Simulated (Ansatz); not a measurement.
Reactions of `OC[Te][SiH2]F`.

Computed with Ansatz on PBE0-D4/def2-TZVP structures; ΔE is electronic, products minus reactants. CCSD(T)/CBS adds triple-zeta CCSD(T) − MP2 to the extrapolated MP2 energy (def2 sets, frozen cores). This one scheme is used for every species, atoms too. For atomizations the MP2-based limit and the directly extrapolated one differ by several kJ/mol either way, and by 10 to 25 for some Ge, Se and Sn compounds, so smaller differences from it don't rank the levels. DFT in def2-TZVPP. B3LYP here is the variant with VWN-RPA as its local correlation; programs differ in this. No spin–orbit coupling; open shells (•) take unrestricted orbitals. Spin–orbit coupling would lower the free atoms: a little for C, F, O, Si; strongly for Te. def2 core potentials past Kr. For Sn, Te outer-core shells are correlated without core-valence functions, so the limit isn't a true one: a few kJ/mol of doubt a bond, and 10 to 20 or more in all where bonds break to atoms. One conformer a species, not always the lowest.

| reaction | B3LYP-D4 (eV) | PBE-D4 (eV) | ωB97M-V (eV) | CCSD(T)/CBS(def2) (eV) |
| --- | --- | --- | --- | --- |
| `OC[Te][SiH2]F` + H₂ → `OC[TeH]` + `F[SiH3]` | 0.43 | 0.55 | 0.41 | 0.46 |
| `OC[Te][SiH2]F` → `OC[TeH]` + `F[SiH]` | 2.65 | 2.75 | 2.62 | 2.75 |
| `OC[Te][SiH2]F` + `CB[SiH3]` → `F[SiH2]B[SiH3]` + `C[Te]CO` | 1.15 | 1.17 | 1.18 | 1.13 |
| `OC[Te][SiH2]F` + `[CH2]1[S][SnH2]1` → `F[SiH2][SnH]1[CH2][S]1` + `OC[TeH]` | 0.27 | 0.28 | 0.33 | 0.31 |
| `OC[Te][SiH2]F` → `C[Te][SiH](O)F` | -2.00 | -1.86 | -2.07 | -2.09 |
| `OC[Te][SiH2]F` + dimethyl ether → `C[Te]CO` + `CO[SiH2]F` | -1.04 | -0.87 | -1.08 | -1.12 |
| `OC[Te][SiH2]F` → C• + F• + 5 H• + O• + Si• + Te• | 35.26 | 36.04 | 35.31 | 35.67 |
| `OC[Te][SiH2]F` + `CC(O)S` → `OC(S)[SiH2]F` + `C[Te]CO` | 0.58 | 0.63 | 0.59 | 0.60 |
| `OC[Te][SiH2]F` + `COC(N)F` → `NC(F)O[SiH2]F` + `C[Te]CO` | -1.00 | -0.83 | -1.04 | -1.07 |
| `OC[Te][SiH2]F` + CH₄ → `C[Te]CO` + `F[SiH3]` | 1.04 | 1.12 | 1.01 | 0.99 |

Largest T1 diagnostic: 0.015, for `F[SiH]`.
